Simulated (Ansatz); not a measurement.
Relaxation of F2H4OSi (8 atoms, charge 0, multiplicity 1), to a largest force component of 0.03 eV/Å in at most 50 steps.

All numbers below come from RKS B3LYP/6-31G* (Ansatz 0.2.0).

```xyz
8
Properties=species:S:1:pos:R:3
Si 0.281 0.054 -0.111
F 0.216 -0.050 1.489
F 1.846 0.004 -0.475
H -0.235 1.354 -0.569
H -0.326 -1.149 -0.714
O -2.433 0.051 0.842
H -2.778 -0.842 0.671
H -1.900 -0.052 1.667
```

**Question.** Where does it end, and by what steps?

**Answer.** It converged. After 7 steps the energy has fallen by 0.020 eV; H8 moved furthest, 0.19 Å.

```tsv
step	energy less start (eV)	largest force component (eV/Å)	accepted
0	0.0000	0.629	yes
1	0.0379	1.369	no
2	-0.0090	0.519	yes
3	-0.0129	0.247	yes
4	-0.0187	0.128	yes
5	-0.0187	0.135	yes
6	-0.0202	0.086	yes
7	-0.0205	0.014	yes
```

```xyz
8
Properties=species:S:1:pos:R:3
Si 0.258 0.032 -0.099
F 0.257 -0.132 1.508
F 1.817 0.031 -0.503
H -0.276 1.347 -0.493
H -0.330 -1.160 -0.743
O -2.343 0.024 0.755
H -2.701 -0.877 0.713
H -2.010 0.105 1.663
```

The run took 22 s on 1 thread of Arm Neoverse V1 (shared host), peak memory 0.14 GiB.
